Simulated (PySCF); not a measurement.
C2H6F2Si2, SMILES F/C=C(/[SiH3])[SiH2]F.

Geometry: TPSSh-D3(BJ)/def2-SVP. The structure was generated by enumeration; whether it is a known compound was not checked. Other conformers were not sampled.

Computed with B3LYP/def2-TZVP (PySCF).

Symmetry labels are those of the subgroup Cs that the program uses (full group Cs).

Computed valence orbital energies around the gap with their symmetry:
| orbital | symmetry | energy (eV) |
|---|---|---|
| HOMO−7 | A" | -12.18 |
| HOMO−6 | A' | -11.62 |
| HOMO−5 | A' | -10.44 |
| HOMO−4 | A" | -10.00 |
| HOMO−3 | A' | -9.73 |
| HOMO−2 | A" | -9.60 |
| HOMO−1 | A' | -8.95 |
| HOMO | A" | -7.86 |
| LUMO | A" | -1.27 |
| LUMO+1 | A' | -0.20 |
| LUMO+2 | A' | 0.41 |
| LUMO+3 | A' | 0.87 |
